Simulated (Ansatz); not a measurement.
Total energies of GeBr₂ from Ansatz at PBE-D4/def2-TZVP, gas phase (1 Eh = 27.2114 eV = 2625.5 kJ/mol). The reference geometry is relaxed at r2SCAN-D4/def2-TZVP.

```tsv
atom	x (Å)	y (Å)	z (Å)
Ge1	-0.055	0.656	0.742
Br2	-1.287	0.557	-1.250
Br3	1.341	-1.213	0.508
```

```tsv
state	geometry	energy (Eh)
charge 0 singlet	reference	-7224.32961
charge 1 doublet	reference	-7223.97651
charge 1 doublet	relaxed at r2SCAN-D4/def2-TZVP	-7223.98396
charge 0 triplet	relaxed at r2SCAN-D4/def2-TZVP	-7224.24178
charge 0 quintet	relaxed at r2SCAN-D4/def2-TZVP	-7224.10164
free Ge atom (triplet)	–	-2076.60177
free Br atom (doublet)	–	-2573.72072
```

Problem. Work out the vertical ionisation energy to the doublet.

Solution. E(charge 1 doublet) − E(charge 0 singlet) = -7223.97651 − (-7224.32961) = 0.35310 Eh = 9.61 eV. For comparison, −ε of the highest occupied level is 6.74 eV at this level, 2.87 eV less.

Problem. How much does the charge 1 doublet relax, and what is the adiabatic ionisation energy?

Solution. Relaxation: -7223.97651 − (-7223.98396) = 0.00745 Eh = 0.20 eV. Adiabatic ionisation energy: 0.34565 Eh = 9.41 eV, without zero-point energy. 

Problem. Which of the charge 0 states is lowest, and how far above it are the others?

Solution. The singlet. triplet: -7224.24178 − (-7224.32961) = 0.08783 Eh = 230.6 kJ/mol; quintet: -7224.10164 − (-7224.32961) = 0.22797 Eh = 598.5 kJ/mol.

Problem. What is the binding energy per atom against free atoms?

Solution. Atoms: 1 × (-2076.60177) + 2 × (-2573.72072) = -7224.04321 Eh. Binding: -7224.04321 − (-7224.32961) = 0.28640 Eh = 7.79 eV, or 2.60 eV for each of 3 atoms (no zero-point energy, no counterpoise term).

At PBE-D4/def2-TZVP the gap within one spin of the charge 0 quintet nearly closes, so an electron or hole may be smeared out by delocalisation error. 

The structure comes from a short search, and lower isomers may exist.
